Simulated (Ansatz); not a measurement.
GaCl2F: single points at one geometry.

```yaml
crystal:
  periodic: [false, false, false]
  atoms:
    - {symbol: Ga, position_ang: [-0.035702, -0.059937, -0.000356]}
    - {symbol: Cl, position_ang: [2.076529, -0.145464, 0.014521]}
    - {symbol: Cl, position_ang: [-1.116604, 1.756794, -0.015470]}
    - {symbol: F, position_ang: [-0.924224, -1.551393, 0.001315]}
basis:
  gaussian: {orbitals: def2-TZVP, initial_orbitals: start.molden}
hamiltonian: {xc: pbe}
correlation: {method: rpa}
scf: {omitted_lower_state_checks: [starts]}
```

The file start.molden holds the orbitals of an earlier run on this structure, at another level or in another basis.

```sh
$ ansatz run in.yaml --threads 4 --pin off --events-out ev --progress --plain --max-ram 3916MiB
```

It prints (some lines left out):

```
Functional definition: PBE
958 factors; integrals over basis functions are off by at most 1.2e-3 eV
mean field evaluation 1: about -80125.5061 eV, gradient 1.5e1 eV
mean field evaluation 2: about -80125.6505 eV, gradient 2.0e-1 eV
mean field evaluation 4: about -80125.6489 eV, gradient 3.0e-4 eV
mean field evaluation 8: about -80125.6489 eV, gradient 2.2e-6 eV
mean field -80125.64890245 eV, -2944.5632860495 hartree, gradient 2.2e-6 eV, S^2 0.000000; 0 other end points of the search recorded, 0 dependent functions left out
20 core orbitals not correlated: weight in the atoms' cores, before any rotation towards them, 1.000 or more for the frozen orbitals, at most 0.000 for the correlated occupied ones
reference -80051.94974653 eV, -2941.8548920244 hartree; 17, 17 occupied and 116, 116 virtual orbitals, 958 factors
Total energy: -80086.91203622 eV, -2943.1397324724 hartree
Checks for a lower state left out: starts
```

Run time 2 s (4 threads of Arm Neoverse V1 on a shared host).

The first input with `hamiltonian: {xc: {name: revPBE}, dispersion: d4}`, `output: {orbitals: {seedname: orbitals}}` and without the key `correlation` (abridged; 0.95 s):

```
Functional definition: revPBE
mean field -80136.89886537 eV, -2944.9767145614 hartree, gradient 7.6e-6 eV, S^2 0.000000
Total energy: -80137.15538188 eV, -2944.9861413691 hartree
Checks for a lower state left out: starts
```

The first input with `hamiltonian: {xc: {name: LC-wPBE, parameters: {omega: 0.15/bohr}}}`, `output: {orbitals: {seedname: orbitals}}` and without the key `correlation` (abridged; 1.2 s):

```
Functional definition: LC-wPBE
mean field -80128.11482132 eV, -2944.6539068965 hartree, gradient 1.3e-5 eV, S^2 0.000000
Total energy: -80128.11482136 eV, -2944.6539068981 hartree
Checks for a lower state left out: starts
```

As the first input, with `gaussian: {orbitals: def2-SVP, initial_orbitals: start.molden}`, `hamiltonian: {xc: pbe, dispersion: d4}`, `output: {orbitals: {seedname: orbitals}}` and without the key `correlation` (abridged; 0.55 s):

```
Functional definition: PBE
mean field -80106.74409905 eV, -2943.8685473387 hartree, gradient 1.7e-5 eV, S^2 0.000000
Total energy: -80106.85652484 eV, -2943.8726789103 hartree
Checks for a lower state left out: starts
```

The first input with `hamiltonian: {xc: {name: PBE-QIDH}}` and without the key `correlation` (abridged; 2.4 s):

```
Functional definition: PBE-QIDH
mean field -80106.26645476 eV, -2943.8509942350 hartree, gradient 2.1e-6 eV, S^2 0.000000
20 core orbitals not correlated: weight in the atoms' cores, before any rotation towards them, 1.000 or more for the frozen orbitals, at most 0.000 for the correlated occupied ones
second order -25.43418405 eV of doubles, -0.00000000 eV of singles
Total energy: -80114.74452642 eV, -2944.1625576218 hartree
Checks for a lower state left out: starts
```

The first input with `hamiltonian: {xc: pbe0, dispersion: d4}`, `output: {orbitals: {seedname: orbitals}}` and without the key `correlation` (abridged; 1.4 s):

```
Functional definition: PBE0
mean field -80128.69138555 eV, -2944.6750952412 hartree, gradient 5.0e-5 eV, S^2 0.000000
Total energy: -80128.78792540 eV, -2944.6786430151 hartree
Checks for a lower state left out: starts
```

As the first input, with `hamiltonian: {xc: {name: BHLYP}, dispersion: d4}`, `output: {orbitals: {seedname: orbitals}}` and without the key `correlation` (abridged; 1.6 s):

```
Functional definition: BHLYP
mean field -80144.76280895 eV, -2945.2657091575 hartree, gradient 5.9e-6 eV, S^2 0.000000
Total energy: -80144.93640284 eV, -2945.2720886152 hartree
Checks for a lower state left out: starts
```

Geometry: r2SCAN-D4/def2-SVP.

Correlated methods freeze 20 core orbitals; core or outer-core shells of Ga are correlated, in sets that lack core-valence functions.
